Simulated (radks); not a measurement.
All-electron atom: Pb+ in [Hg] 6p1.

Method: scalar-relativistic Kohn-Sham, r2SCAN, spin-polarised, spherical densities, finite nucleus; open shells are filled with parallel spins first (spin-orbit coupling, left out, can overturn this in heavy ions); meta-GGA in the generalised Kohn-Sham scheme; Fermi nuclear charge, rms radius 5.5012 fm; computed with a radial shooting solver on a logarithmic mesh with Libxc functionals.

Energy parts (hartree):
total: -20878.2706
kinetic: 23582.7203
electron-nucleus: -52091.6493
Hartree: 8017.4414
exchange-correlation: -386.7829

Orbitals (lengths in bohr, moments of r in powers of bohr; <r^-3> diverges for s and p1/2; r(max) is where P^2 peaks):
\begin{tabular}{lrrrrrr}
orbital & occ. & eigenvalue (hartree) & <r> & <r^4> & <r^-3> & r(max) \\ \hline
1s up & 1 & -3240.928 & 0.01606 & 3.540e-07 & - & 0.009845 \\
1s down & 1 & -3240.927 & 0.01606 & 3.540e-07 & - & 0.009845 \\
2s down & 1 & -581.0395 & 0.06760 & 0.00005106 & - & 0.05714 \\
2s up & 1 & -581.0394 & 0.06760 & 0.00005106 & - & 0.05714 \\
2p up & 3 & -498.4829 & 0.06144 & 0.00004241 & 29570 & 0.04761 \\
2p down & 3 & -498.4826 & 0.06144 & 0.00004241 & 29570 & 0.04761 \\
3s up & 1 & -140.1351 & 0.1744 & 0.001827 & - & 0.1610 \\
3s down & 1 & -140.1349 & 0.1744 & 0.001827 & - & 0.1610 \\
3p up & 3 & -116.3605 & 0.1764 & 0.002042 & 6876 & 0.1612 \\
3p down & 3 & -116.3602 & 0.1764 & 0.002042 & 6876 & 0.1612 \\
3d up & 5 & -92.02267 & 0.1600 & 0.001572 & 832.2 & 0.1315 \\
3d down & 5 & -92.02245 & 0.1600 & 0.001572 & 832.2 & 0.1315 \\
4s up & 1 & -32.20731 & 0.3842 & 0.03988 & - & 0.3623 \\
4s down & 1 & -32.20681 & 0.3842 & 0.03987 & - & 0.3623 \\
4p up & 3 & -24.38268 & 0.4096 & 0.05350 & 1686 & 0.3821 \\
4p down & 3 & -24.38216 & 0.4096 & 0.05350 & 1686 & 0.3821 \\
4d up & 5 & -15.26778 & 0.4308 & 0.07218 & 180.9 & 0.3883 \\
4d down & 5 & -15.26718 & 0.4308 & 0.07217 & 180.9 & 0.3883 \\
5s up & 1 & -5.68335 & 0.8565 & 0.9738 & - & 0.7900 \\
5s down & 1 & -5.68172 & 0.8567 & 0.9748 & - & 0.7901 \\
4f up & 7 & -5.22376 & 0.4539 & 0.1194 & 36.63 & 0.3508 \\
4f down & 7 & -5.22304 & 0.4539 & 0.1194 & 36.64 & 0.3508 \\
5p up & 3 & -3.52010 & 0.9788 & 1.745 & 309.3 & 0.8820 \\
5p down & 3 & -3.51938 & 0.9789 & 1.742 & 309.1 & 0.8822 \\
5d up & 5 & -1.08627 & 1.302 & 6.848 & 21.20 & 1.070 \\
5d down & 5 & -1.08243 & 1.294 & 6.525 & 21.37 & 1.070 \\
6s up & 1 & -0.73507 & 2.270 & 51.78 & - & 1.962 \\
6s down & 1 & -0.70030 & 2.224 & 47.45 & - & 1.936 \\
6p up & 1 & -0.37852 & 2.965 & 157.1 & 26.29 & 2.514 \\
6p down & 0 & -0.32720 & 2.897 & 143.5 & 28.57 & 2.469 \\
\end{tabular}

The highest occupied level is 6p up at -10.300 eV. Summed over all electrons, <r^2> = 56.83 bohr^2, which gives a Langevin (diamagnetic) susceptibility term of -45 x 10^-6 cm^3/mol. The density falls to 0.001 e/bohr^3 at r = 4.21 bohr. Spin moment in Bohr magnetons: 1.
